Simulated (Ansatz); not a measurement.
Start from `C=[CH][SnH]([CH3])[F]` and change one atom or group to get `[CH3][SnH]([OH])[F]`.

Ansatz, PBE0-D4/def2-TZVP geometries, multiplicity 1. Each molecule was computed in one conformer, which needn't be the lowest.

Elements past krypton have def2 core potentials.

```json
{"property": "HOMO–LUMO gap (ωB97M-V/def2-TZVPP) / eV", "`C=[CH][SnH]([CH3])[F]`": "11.55"}
{"property": "LUMO energy (PBE0/def2-TZVPP) / eV", "`C=[CH][SnH]([CH3])[F]`": "-0.83"}
{"property": "HOMO energy (ωB97M-V/def2-TZVPP) / eV", "`C=[CH][SnH]([CH3])[F]`": "-10.48"}
{"property": "LUMO energy (ωB97M-V/def2-TZVPP) / eV", "`C=[CH][SnH]([CH3])[F]`": "1.07"}
{"property": "size of the dipole moment (PBE/def2-TZVPP) / D", "`C=[CH][SnH]([CH3])[F]`": "3.09"}
{"property": "HOMO–LUMO gap (B3LYP/def2-TZVPP) / eV", "`C=[CH][SnH]([CH3])[F]`": "6.99"}
```

Question: Give the same properties after the change, and the shifts. (Estimate.)

Answer: Ansatz gave: 
| property | `[CH3][SnH]([OH])[F]` | shift |
| --- | --- | --- |
| HOMO–LUMO gap (ωB97M-V/def2-TZVPP) / eV | 12.09 | 0.54 |
| LUMO energy (PBE0/def2-TZVPP) / eV | -0.41 | 0.42 |
| HOMO energy (ωB97M-V/def2-TZVPP) / eV | -10.79 | -0.31 |
| LUMO energy (ωB97M-V/def2-TZVPP) / eV | 1.30 | 0.23 |
| size of the dipole moment (PBE/def2-TZVPP) / D | 2.82 | -0.27 |
| HOMO–LUMO gap (B3LYP/def2-TZVPP) / eV | 7.47 | 0.48 |

With PBE0 the HOMO falls by 0.22 eV and the LUMO rises by 0.42 eV, so the gap widens by about 0.64 eV. PBE moves the HOMO by 0.05 eV and ωB97M-V by -0.31 eV. The zero-point energy changes by -75.5 kJ/mol with -9 modes. Dipoles are sizes alone; their direction can turn.

B3LYP here is the variant with VWN-RPA as its local correlation; programs differ in this.
